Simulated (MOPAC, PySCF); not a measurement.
C$_{2}$H$_{7}$BO, SMILES `OB(C)C` (C–B–O–H torsion 179°), neutral singlet in the gas phase. 

Z-matrix (Å, degrees):
```
B
O 1 1.3637
H 2 0.9606 1 112.90
C 1 1.5691 2 116.86 3 -178.54
H 4 1.0913 1 112.93 2 -12.88
H 4 1.0939 5 109.03 1 125.15
H 4 1.0969 5 107.64 6 114.24
C 1 1.5758 2 121.09 3 1.61
H 8 1.0939 1 111.55 2 -135.77
H 8 1.0942 9 108.14 1 -126.86
H 8 1.0966 9 105.67 10 -114.67
```
Charge 0, multiplicity 1.

All levels are single points at this geometry (PBE0-D4/def2-TZVP); Pople sets use spherical d functions. Orbital energies aren't observables, and empty levels follow the basis.

B3LYP/6-31G* in PySCF gives dipole (D) = 1.44.

**Question.** Estimate the dipole (D) from each of these levels: PBE-D3(BJ)/def2-TZVP in PySCF; PBE0-D4/def2-TZVP in PySCF; B3LYP/3-21G in PySCF; BP86/6-31G* in PySCF; PBE/6-31G* in PySCF; PM3 in MOPAC; PM6 in MOPAC; PM7 in MOPAC.

**Answer.** 
| level | dipole (D) |
|---|---|
| PBE-D3(BJ)/def2-TZVP in PySCF | 1.37 |
| PBE0-D4/def2-TZVP in PySCF | 1.42 |
| B3LYP/3-21G in PySCF | 1.66 |
| BP86/6-31G* in PySCF | 1.41 |
| PBE/6-31G* in PySCF | 1.40 |
| PM3 in MOPAC | 1.03 |
| PM6 in MOPAC | 1.52 |
| PM7 in MOPAC | 1.51 |
